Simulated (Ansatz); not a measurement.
Cartesian coordinates (Å):
SMILES: C1=C[CH+]C=C1
```xyz
10

C     -1.1997     0.2174    -0.0015
C     -0.6985    -1.0349     0.0354
C      0.7404    -0.8862     0.0244
C      1.1434     0.5021    -0.0207
C      0.0000     1.2184    -0.0381
H     -2.2492     0.5226    -0.0064
H     -1.2383    -1.9802     0.0673
H      1.4444    -1.7287     0.0477
H      2.1702     0.8645    -0.0366
H     -0.1128     2.3050    -0.0716
```
Charge +1, spin multiplicity 1.

Level of theory: frozen-core CCSD(T)/cc-pVTZ // PBE0-D3(BJ)/def2-SVP run with Ansatz (a first-principles code). The restricted HF reference is unstable towards unrestricted orbitals.

- HF energy = -191.96261 Ha
- MP2 correlation energy = -0.74200 Ha

Problem. Estimate the CCSD correlation energy, the (T) correction, the total energy and the T1 diagnostic.

Solution. 
```yaml
CCSD correlation energy: -0.77638 Ha
"(T) correction": -0.04149 Ha
CCSD(T) total energy: -192.78048 Ha
T1 diagnostic: 0.016
```
